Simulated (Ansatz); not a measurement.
One geometry of Ag13Cl4⁻ (started as a model of: Ag13(Cl)4), several levels of theory.

```yaml
crystal:
  periodic: [false, false, false]
  atoms:
    - {symbol: Ag, position_ang: [0.001078, 0.001574, 0.003316]}
    - {symbol: Ag, position_ang: [2.326569, 0.067460, -1.499406]}
    - {symbol: Ag, position_ang: [2.328866, -0.078306, 1.502143]}
    - {symbol: Ag, position_ang: [-2.327915, 0.079342, -1.500037]}
    - {symbol: Ag, position_ang: [-2.329187, -0.064107, 1.505465]}
    - {symbol: Ag, position_ang: [-1.415479, 2.305267, 0.148379]}
    - {symbol: Ag, position_ang: [1.429517, 2.296467, 0.149987]}
    - {symbol: Ag, position_ang: [-1.427720, -2.294986, -0.142614]}
    - {symbol: Ag, position_ang: [1.414088, -2.302161, -0.144871]}
    - {symbol: Ag, position_ang: [-0.003302, -1.444147, 2.302390]}
    - {symbol: Ag, position_ang: [0.004790, 1.676536, 2.394334]}
    - {symbol: Ag, position_ang: [-0.006712, -1.676360, -2.388689]}
    - {symbol: Ag, position_ang: [0.002729, 1.449901, -2.295346]}
    - {symbol: Cl, position_ang: [4.043958, -0.111275, -3.110213]}
    - {symbol: Cl, position_ang: [4.059551, 0.075434, 3.101281]}
    - {symbol: Cl, position_ang: [-4.052702, -0.113898, -3.101170]}
    - {symbol: Cl, position_ang: [-4.065429, 0.106660, 3.096850]}
basis:
  gaussian: {orbitals: def2-SVP, fitting: {mean_field: def2-universal-jkfit}, initial_orbitals: start.molden}
total_charge: -1
hamiltonian: {xc: pbe, dispersion: d4}
scf: {omitted_lower_state_checks: [starts]}
output: {orbitals: {seedname: orbitals}}
```

The file start.molden holds the orbitals of an earlier run on this structure, at another level or in another basis.

```sh
$ ansatz run in.yaml --threads 2 --pin off --events-out ev --progress --plain --max-ram 20480MiB --backend cuda --devices 0, --max-vram 18GiB
```

Output, abridged:

```
Functional definition: PBE
3827 factors; integrals over basis functions are off by at most 2.8e-2 eV
mean field evaluation 1: about -102064.7883 eV, gradient 2.2e1 eV
mean field evaluation 2: about -102065.5059 eV, gradient 9.1e-1 eV
mean field evaluation 4: about -102065.5288 eV, gradient 8.6e-2 eV
mean field -102065.52881865 eV, -3750.8390015851 hartree, gradient 4.4e-5 eV, S^2 0.000000; 0 other end points of the search recorded, 0 dependent functions left out
reference -102065.52890162 eV, -3750.8390046344 hartree; 158, 158 occupied and 317, 317 virtual orbitals, 3827 factors
Total energy: -102068.19698124 eV, -3750.9370547520 hartree
Checks for a lower state left out: starts
```

Hardware: 2 threads of AMD EPYC 7R13 on a shared host and a share (18 GiB) of an NVIDIA H100 80GB HBM3. Wall time 9.5 s, peak host memory 1.1 GiB.

The first input with `gaussian: {orbitals: def2-SVP, initial_orbitals: start.molden}`, `hamiltonian: {xc: pbe}`, `correlation: {method: rpa}` and without the key `output` (abridged; 26 s):

```
Functional definition: PBE
mean field -102065.51297234 eV, -3750.8384192440 hartree, gradient 1.4e-6 eV, S^2 0.000000
20 core orbitals not correlated: weight in the atoms' cores, before any rotation towards them, 1.000 or more for the frozen orbitals, at most 0.000 for the correlated occupied ones
Total energy: -101878.95748541 eV, -3743.9826315511 hartree
Checks for a lower state left out: starts
```

As the first input, with `gaussian: {orbitals: def2-TZVP, fitting: {mean_field: def2-universal-jkfit}, initial_orbitals: start.molden}`, `hamiltonian: {xc: {name: revPBE}, dispersion: d4}` (abridged; 11 s):

```
Functional definition: revPBE
mean field -102121.25896238 eV, -3752.8870465919 hartree, gradient 5.5e-5 eV, S^2 0.000000
Total energy: -102126.12433861 eV, -3753.0658458705 hartree
Checks for a lower state left out: starts
```

First input, but with `gaussian: {orbitals: def2-SVP, initial_orbitals: start.molden}`, `correlation: {method: mp2}` and without the key `hamiltonian` (abridged; 25 s):

```
Functional definition: HF
mean field evaluation 16: about -101688.0494 eV, gradient 2.5e-6 eV
mean field -101688.04936386 eV, -3736.9668874865 hartree, gradient 2.5e-6 eV, S^2 0.000000; unrestricted orbitals would lower it
20 core orbitals not correlated: weight in the atoms' cores, before any rotation towards them, 1.000 or more for the frozen orbitals, at most 0.000 for the correlated occupied ones
second order -151.30385293 eV of doubles, -0.00000000 eV of singles
Total energy: -101839.35321679 eV, -3742.5272015241 hartree
Checks for a lower state left out: starts
```

As the first input, with `gaussian: {orbitals: def2-TZVP, fitting: {mean_field: def2-universal-jkfit}, initial_orbitals: start.molden}`, `hamiltonian: {xc: {name: r2SCAN0}, dispersion: d4}` (abridged; 20 s):

```
Functional definition: r2SCAN0
mean field -102111.55790943 eV, -3752.5305394718 hartree, gradient 2.3e-5 eV, S^2 0.000000
Total energy: -102112.39273755 eV, -3752.5612188392 hartree
Checks for a lower state left out: starts
```

The first input with `gaussian: {orbitals: def2-TZVP, fitting: {mean_field: def2-universal-jkfit}, initial_orbitals: start.molden}`, `hamiltonian: {xc: {name: B3LYP}, dispersion: d4}` (abridged; 17 s):

```
Functional definition: B3LYP
mean field -102129.43243224 eV, -3753.1874160691 hartree, gradient 2.3e-5 eV, S^2 0.000000
Total energy: -102133.85715321 eV, -3753.3500215656 hartree
Checks for a lower state left out: starts
```

The first input with `hamiltonian: {xc: pbe0, dispersion: d4}` (abridged; 12 s):

```
Functional definition: PBE0
mean field -102062.39981688 eV, -3750.7240128910 hartree, gradient 1.2e-5 eV, S^2 0.000000
Total energy: -102064.79705262 eV, -3750.8121096796 hartree
Checks for a lower state left out: starts
```

Geometry: r2SCAN-D4/def2-SVP.

In the def2 sets Ag takes a core potential; there is no spin–orbit coupling. B3LYP takes the VWN-RPA correlation. Correlated methods freeze 20 core orbitals; core or outer-core shells of Ag are correlated, in sets that lack core-valence functions. Single mean-field runs in def2-SVP, def2-TZVP are fitted with def2-universal-jkfit. The restricted singlet is unstable towards broken spin symmetry in Hartree–Fock (as tested in another run); at PBE-D4/def2-SVP, RPA@PBE/def2-SVP, revPBE-D4/def2-TZVP, r2SCAN0-D4/def2-TZVP and others this wasn't settled. At MP2/def2-SVP the restricted singlet (for correlated methods, its reference) is unstable: a solution with broken spin symmetry lies lower.
